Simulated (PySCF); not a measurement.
AlBH$_{4}$ (calculated)

All values are calculated (PySCF 2.14.0). Calculation on a computer-drawn molecule: vertical ionisation energy to the stated ion spin, frozen-core CCSD(T) at the basis limit and cheaper methods, single-reference cases, UHF for radicals, no spin-orbit; all values are single points at the evaluated structure, the first of each entry, which is the reference or a displaced copy of it and isn't optimised; the reference structure only sets the zero of the energies above reference; triples share is (T) over the correlation energy.

Common to all runs: charge 0; multiplicity 1; ion multiplicity 2; diffuse functions no; basis cc-pV(n+d)Z; reference is the Hartree-Fock double-zeta minimum; best is HF at quadruple zeta + MP2 correlation extrapolated from triple and quadruple zeta + CCSD(T) minus MP2 at triple zeta; basis step is the size of the change from the same recipe one zeta lower.

(1) AlBH$_{4}$

Evaluated structure:
```xyz
6
AlBH4
B      0.2382     1.7046     1.6522
Al     0.0975     2.3844    -0.2968
H     -0.7975     1.0059     2.2255
H      1.1949     1.8312     2.3760
H      0.6127     1.5489    -1.5531
H     -0.3552     3.9458    -0.7126
```

Reference structure:
```xyz
6
AlBH4
B      0.1652     1.6823     1.6614
Al     0.1286     2.4493    -0.3451
H     -0.7665     1.0948     2.1502
H      1.1190     1.8054     2.3875
H      0.6164     1.5641    -1.5695
H     -0.3870     3.9194    -0.6508
```

Results for AlBH$_{4}$: ionisation energy best 10.24 eV; ionisation energy basis step 0.02558 eV; energy above reference best 8.111 kcal/mol; energy above reference basis step 0.2314 kcal/mol; ionisation energy Koopmans at triple zeta 10.55 eV; ionisation energy EOM CCSD at triple zeta 10.24 eV; total energy HF triple zeta -268.8724 hartree; total energy CCSD(T) triple zeta -269.1008 hartree; total energy best -269.1258 hartree; T1 diagnostic at triple zeta 0.01173; D1 diagnostic at triple zeta 0.0236; ion T1 diagnostic at triple zeta 0.02503; ion D1 diagnostic at triple zeta 0.07574; ion spin squared at triple zeta 0.7786; triples share at triple zeta 0.02511; basis functions triple zeta 125; dipole magnitude HF at triple zeta 0.6884 debye; dipole magnitude CCSD unrelaxed at triple zeta 0.5975 debye; dipole magnitude PBE at triple zeta 0.4792 debye; dipole magnitude r2SCAN at triple zeta 0.5402 debye; dipole magnitude B3LYP at triple zeta 0.5715 debye; dipole magnitude wB97X at triple zeta 0.6733 debye.

Drawn bonds:
```
atom  other atom  order
   1           2      1
   1           3      1
   1           4      1
   2           5      1
   2           6      1
```

Triple zeta:
```
 method  ionisation energy (eV)  energy above reference (kcal/mol)
     HF                    9.37                              9.355
    PBE                   9.749                              6.621
 r2SCAN                   9.836                               7.57
  B3LYP                   9.979                              8.063
  wB97X                   10.12                              8.166
    MP2                   10.16                              8.943
   CCSD                   10.14                              8.257
CCSD(T)                   10.15                              8.079
```

(2) AlBH$_{4}$

Evaluated structure:
```xyz
6
AlBH4
B      0.1458     1.6840     1.6916
Al     0.1318     2.4438    -0.3539
H     -0.7803     1.1020     2.1628
H      1.1058     1.8283     2.3946
H      0.6278     1.5709    -1.5828
H     -0.3541     3.9186    -0.6750
```

Reference structure:
```xyz
6
AlBH4
B      0.1652     1.6823     1.6614
Al     0.1286     2.4493    -0.3451
H     -0.7665     1.0948     2.1502
H      1.1190     1.8054     2.3875
H      0.6164     1.5641    -1.5695
H     -0.3870     3.9194    -0.6508
```

Drawn bonds:
```
atom  other atom  order
   1           2      1
   1           3      1
   1           4      1
   2           5      1
   2           6      1
```

Question: AlBH$_{4}$ (entry 2): dipole magnitude HF at triple zeta?
Answer: 0.5098 debye

Question: AlBH$_{4}$ (entry 2): D1 diagnostic at triple zeta?
Answer: 0.01894

Question: Give the table of triple zeta values for AlBH$_{4}$ (entry 2).
Answer: 
Triple zeta:
```
 method  ionisation energy (eV)  energy above reference (kcal/mol)
     HF                   8.915                             0.1358
    PBE                   9.509                             0.4679
 r2SCAN                    9.56                             0.4519
  B3LYP                   9.696                             0.3556
  wB97X                   9.766                             0.3996
    MP2                   9.771                             0.2656
   CCSD                   9.778                             0.3153
CCSD(T)                   9.808                             0.3275
```

Further results for AlBH$_{4}$ (entry 2):

| Item | Value |
| --- | --- |
| ionisation energy best | 9.901 eV |
| ionisation energy basis step | 0.02484 eV |
| energy above reference best | 0.36 kcal/mol |
| energy above reference basis step | 0.04886 kcal/mol |
| ionisation energy Koopmans at triple zeta | 10.11 eV |
| ionisation energy EOM CCSD at triple zeta | 9.882 eV |
| total energy HF triple zeta | -268.8870 hartree |
| total energy CCSD(T) triple zeta | -269.1132 hartree |
| total energy best | -269.1382 hartree |
| T1 diagnostic at triple zeta | 0.009982 |
| ion T1 diagnostic at triple zeta | 0.02039 |
| ion D1 diagnostic at triple zeta | 0.06534 |
| ion spin squared at triple zeta | 0.7645 |
| triples share at triple zeta | 0.02403 |
| basis functions triple zeta | 125 |
| dipole magnitude CCSD unrelaxed at triple zeta | 0.4239 debye |
| dipole magnitude PBE at triple zeta | 0.3724 debye |
| dipole magnitude r2SCAN at triple zeta | 0.4093 debye |
| dipole magnitude B3LYP at triple zeta | 0.4249 debye |
| dipole magnitude wB97X at triple zeta | 0.489 debye |
